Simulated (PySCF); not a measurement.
Radial density of Al (aluminium, neutral)

UHF, [Ne] 3s1 3p1 4s1, high-spin 4P determinant (an excited configuration). All numbers are calculated (PySCF 2.14, scalar relativity by spin-free X2C-1e, in aug-cc-pVDZ-DK (5s4p2d, 27 functions)).

```csv
r (bohr),4πr²ρ (e/bohr),4πr²(ρα − ρβ)
0.00179,0.06165,0.0001
0.00301,0.1659,0.0004
0.00506,0.4287,0.0010
0.00851,1.080,0.0025
0.0143,2.579,0.0058
0.0241,5.594,0.0124
0.0405,10.26,0.0217
0.0681,14.27,0.0264
0.115,13.00,0.0177
0.193,8.679,0.0319
0.324,10.92,0.1211
0.545,11.94,0.0945
0.917,4.427,0.0286
1.54,0.9823,0.6418
2.59,0.8057,0.8037
4.36,0.2441,0.2441
7.34,0.1937,0.1937
12.3,0.007069,0.0071
```

Densities and radii are taken from the X2C orbitals without a picture-change correction, which distorts them close to the nucleus.

The outer electron is Rydberg-like, and this basis confines it to a smaller radius and binds it less than a complete one would.
